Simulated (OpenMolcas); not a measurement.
Pt3+ (d7) among equal point charges was computed by CASSCF with the d shell active (OpenMolcas, ANO-RCC-VDZP on the metal). Its lowest spin-free states, and all those of the highest spin:

```
2S+1  Degeneracy  E (cm-1)
   4           1       0.0
   4           3      2880
   4           3      5077
   2           2     16182
   2           3     16609
   4           3     16929
   2           1     17418
   2           3     18026
   2           3     21040
   2           3     21273
   2           2     22669
   2           3     23105
```

Task: Is the site octahedral, tetrahedral or cube-like, axial, or of lower symmetry?

Result: The states with 2S+1 = 4 have orbital degeneracies 1, 3, 3, 3. Threefold states need a cubic site. For d7 at this spin an octahedron puts the threefold T1 below the threefold T2 and a tetrahedron or cube puts the single A2 below the threefold T2, so the site is a tetrahedron or a cube, which this pattern cannot tell apart. The first gap at this spin, 2880 cm-1, is |10Dq| in ligand-field theory. The run had Pt3+ among 8 point charges of -0.78 e arranged as a cube (Oh), 2.17 Å from the ion.

Spin-orbit coupling mixes the spin-free states strongly: the lowest level takes only 44 % from its leading state, 4A2. Without dynamic correlation the repulsion within the d shell is too large (B by tens of per cent), so at a given field states of lower spin stand too high. Point charges carry no covalency, so the field is a model and not that of real ligands. No measured value stands beside these numbers.
